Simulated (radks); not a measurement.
Results of a calculation; reference values are marked as such.
Pb II, 81 electrons, occupied as [Hg] 6p1 (the NIST ground configuration). Code: a radial shooting solver on a logarithmic mesh with Libxc functionals. Model: scalar-relativistic Kohn-Sham, PBEsol, spin-polarised, spherical densities, finite nucleus; open shells are filled with parallel spins first (spin-orbit coupling, left out, can overturn this in heavy ions); Fermi nuclear charge, rms radius 5.5012 fm.

Normalised radial functions P(r) = r R(r), r in bohr:

r,5p down,5d down
0.001539,0.0059,0.0000
0.002103,0.0099,0.0001
0.00285,0.0161,0.0002
0.003862,0.0263,0.0004
0.005276,0.0429,0.0009
0.00715,0.0680,0.0021
0.009769,0.1062,0.0047
0.01324,0.1580,0.0102
0.01809,0.2238,0.0219
0.02451,0.2878,0.0445
0.03322,0.3219,0.0851
0.04539,0.2751,0.1527
0.06151,0.1028,0.2406
0.08403,-0.1867,0.3224
0.1139,-0.4257,0.3239
0.1543,-0.3685,0.1656
0.2109,0.1004,-0.1621
0.2858,0.5962,-0.4550
0.3904,0.5096,-0.4245
0.5291,-0.2535,0.0233
0.7171,-1.0261,0.6183
0.9796,-1.1593,0.9681
1.328,-0.7387,0.8973
1.814,-0.2802,0.5794
2.458,-0.0638,0.2735
3.358,-0.0071,0.0867
4.551,-0.0004,0.0178
6.168,0.0000,0.0019
8.427,0.0000,0.0001

5p down: eigenvalue -93.512 eV, 3 radial nodes at r = 0.0693, 0.200, 0.486 bohr, <r> = 0.977 bohr, 90 % of the charge inside 1.41 bohr. 5d down: eigenvalue -28.777 eV, 2 radial nodes at r = 0.183, 0.523 bohr, <r> = 1.30 bohr, 90 % of the charge inside 1.97 bohr.
